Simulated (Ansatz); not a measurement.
System: Si₂H₃, charge -1, multiplicity 1. It need not be the lowest isomer of its formula. Whether it binds its extra electron was not tested at this geometry. 
Geometry from a B3LYP-D3(BJ)/def2-TZVP (Ansatz, a quantum-chemistry and plane-wave program) optimisation:
SMILES: [SiH-]=[SiH2]
```xyz
5

Si    -1.1857     0.1476    -0.0156
Si     1.0048    -0.0403     0.0084
H     -1.3255    -1.3828     0.0707
H      1.9047    -1.2444     0.0825
H      1.9533     1.1249    -0.0522
```
Charge -1, spin multiplicity 1.

Basis-set convergence of Hartree-Fock and MP2 correlation energies (hartree) with Ansatz. Valence correlation only, unless marked. Spin-orbit coupling is left out. No relativistic terms.

The Hartree-Fock reference is unstable (checked in the largest basis), which strains HF and MP2. 

| basis | functions | E(HF) | E(corr, MP2) |
|---|---|---|---|
| def2-SVPD | 72 | -579.36525 | -0.21893 |
| def2-TZVPPD | 147 | -579.56772 | -0.25954 |
| def2-QZVPPD | 251 | -579.58617 | -0.27621 |

Extrapolating the two largest sets (X = 3 and 4) as X^-3: E(corr) = (64·(-0.27621) - 27·(-0.25954))/37 = -0.2884 Eh, an estimate of the basis-set limit. The largest set recovers 95.8 % of it, the smallest 75.9 %.
